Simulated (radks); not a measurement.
Q: Method: scalar-relativistic Kohn-Sham, PBE, spin-polarised, spherical densities, point nucleus; open shells are filled with parallel spins first (spin-orbit coupling, left out, can overturn this in heavy ions); computed with a radial shooting solver on a logarithmic mesh with Libxc functionals. Each species is in its NIST ground configuration. Rank Ru, Xe, Ag, Rb, Mo, Zr, Sr, Pd, Tc, Nb, Sn, Rh, Sb, Cd, I, In, Te by Delta-SCF ionisation energy (eV), largest first.

A: Xe 12.359, I 10.552, Cd 9.046, Sb 8.968, Pd 8.949, Te 8.646, Ag 7.947, Rh 7.852, Ru 7.778, Mo 7.458, Sn 7.309, Nb 7.163, Tc 6.866, Zr 6.438, Sr 5.699, In 5.523, Rb 4.290.
